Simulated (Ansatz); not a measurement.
`[F][GeH2][I]` + CH₃OH → `C[O][GeH2][I]` + H–F at 500 K and 1 bar (ligand exchange at a Ge–F bond).

Calculated with Ansatz (gas phase, PBE0-D4/def2-TZVP geometries, no zero-point term in ΔE). CCSD(T)/CBS adds triple-zeta CCSD(T) − MP2 to the extrapolated MP2 energy (def2 sets, frozen cores). This one scheme is used for every species. Elements past krypton have def2 core potentials. For Ge, I outer-core shells are correlated without core-valence functions, which leaves a few kJ/mol of doubt a bond. Scalar relativity is left out up to krypton. One conformer a species, not always the lowest.

```tsv
species	CCSD(T)/CBS energy (Eh)	H − E (kJ/mol)	S (J/(mol·K))
`[F][GeH2][I]`	-2474.61172	79.0	353.2
CH₃OH	-115.61712	157.0	265.4
`C[O][GeH2][I]`	-2489.82326	195.4	427.8
H–F	-100.39570	39.4	188.7
```

H − E and S are ideal-gas, rigid-rotor, harmonic terms from PBE0-D4/def2-TZVP, for one conformer and one mirror image of each species. 1 Eh = 2625.50 kJ/mol, R = 8.31446 J/(mol·K).

Problem. By hand: ΔE, ΔH, ΔS and ΔG.

Solution. ΔE = (-2489.82326) + (-100.39570) − (-2474.61172) − (-115.61712) = 0.00988 Eh = 25.9 kJ/mol. Δ(H − E) = 195.4 + 39.4 − 79.0 − 157.0 = -1.2, so ΔH = 24.7 kJ/mol. ΔS = 427.8 + 188.7 − 353.2 − 265.4 = -2.1 J/(mol·K). ΔG = 24.7 − 500 × (-2.1)/1000 = 25.8 kJ/mol.

Problem. By hand: the equilibrium constant, and the temperature at which ΔG would vanish if ΔH and ΔS stayed fixed.

Solution. log₁₀ K = −ΔG/(RT ln 10) = -2.7. ΔH and −TΔS have one sign here, so there is no such temperature.

The number of gas molecules stays the same, so ΔS is small and ΔH decides. A doubt of 5 kJ/mol in ΔE shifts log₁₀ K by 0.5 here. Other conformers and mirror images would add mixing entropy, several J/(mol·K) or more a flexible species. Modes under 60 cm⁻¹, often nearly free rotors, make the harmonic entropy too high. These are equilibria of isolated gas molecules and say nothing of rates. Largest T1 diagnostic: 0.010 (customary marks: 0.02 for closed shells, 0.045 for open ones).

ΔS is within the doubt of such terms, so its sign, and with it that verdict, could turn.
